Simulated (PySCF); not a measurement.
A calculated (PBE, PySCF 2.14, cc-pVDZ-X2C, scalar relativity by spin-free X2C-1e) atom or ion has these occupied shells.

| shell | electrons | orbital energy (eV) | rms radius, mean of both spins (bohr) |
| --- | --- | --- | --- |
| 1s α | 1 | -15923.5 | 0.0450 |
| 1s β | 1 | -15923.5 | 0.0450 |
| 2s α | 1 | -2162.4 | 0.187 |
| 2s β | 1 | -2162.4 | 0.187 |
| 2p α | 3 | -1922.5 | 0.166 |
| 2p β | 3 | -1922.5 | 0.166 |
| 3s α | 1 | -340.10 | 0.526 |
| 3s β | 1 | -340.08 | 0.526 |
| 3p α | 3 | -262.62 | 0.537 |
| 3p β | 3 | -262.61 | 0.537 |
| 3d α | 5 | -134.61 | 0.548 |
| 3d β | 5 | -134.59 | 0.548 |
| 4s α | 1 | -47.593 | 1.45 |
| 4s β | 1 | -47.509 | 1.45 |
| 4p α | 3 | -29.486 | 1.68 |
| 4p β | 3 | -29.356 | 1.68 |
| 5s α | 1 | -8.720 | 4.20 |

Question: Name the element and its charge.

Answer: Sr⁺ (strontium, charge +1), in [Kr] 5s1, 2S determinant.
